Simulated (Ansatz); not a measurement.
One change: `O[SiH2][SiH]([SiH3])S` becomes `F[SiH]([SiH3])S`.

Ansatz, PBE0-D4/def2-TZVP geometries, multiplicity 1. Each molecule was computed in one conformer, which needn't be the lowest.

```json
{"property": "HOMO energy (B3LYP/def2-TZVPP) / eV", "`O[SiH2][SiH]([SiH3])S`": "-6.99"}
{"property": "LUMO energy (PBE/def2-TZVPP) / eV", "`O[SiH2][SiH]([SiH3])S`": "-1.79"}
{"property": "LUMO energy (B3LYP/def2-TZVPP) / eV", "`O[SiH2][SiH]([SiH3])S`": "-1.14"}
{"property": "HOMO–LUMO gap (PBE0/def2-TZVPP) / eV", "`O[SiH2][SiH]([SiH3])S`": "6.25"}
{"property": "HOMO–LUMO gap (PBE/def2-TZVPP) / eV", "`O[SiH2][SiH]([SiH3])S`": "4.26"}
{"property": "HOMO energy (PBE/def2-TZVPP) / eV", "`O[SiH2][SiH]([SiH3])S`": "-6.05"}
```

Q: Give the same properties after the change, and the shifts. (Estimate.)

A: The calculation gave: 
| property | `F[SiH]([SiH3])S` | shift |
| --- | --- | --- |
| HOMO energy (B3LYP/def2-TZVPP) / eV | -7.62 | -0.63 |
| LUMO energy (PBE/def2-TZVPP) / eV | -1.29 | 0.50 |
| LUMO energy (B3LYP/def2-TZVPP) / eV | -0.61 | 0.53 |
| HOMO–LUMO gap (PBE0/def2-TZVPP) / eV | 7.42 | 1.17 |
| HOMO–LUMO gap (PBE/def2-TZVPP) / eV | 5.39 | 1.13 |
| HOMO energy (PBE/def2-TZVPP) / eV | -6.67 | -0.62 |

With PBE0 the HOMO falls by 0.64 eV and the LUMO rises by 0.52 eV, so the gap widens by about 1.16 eV. PBE moves the HOMO by -0.62 eV and ωB97M-V by -0.63 eV.

B3LYP here is the variant with VWN-RPA as its local correlation; programs differ in this.
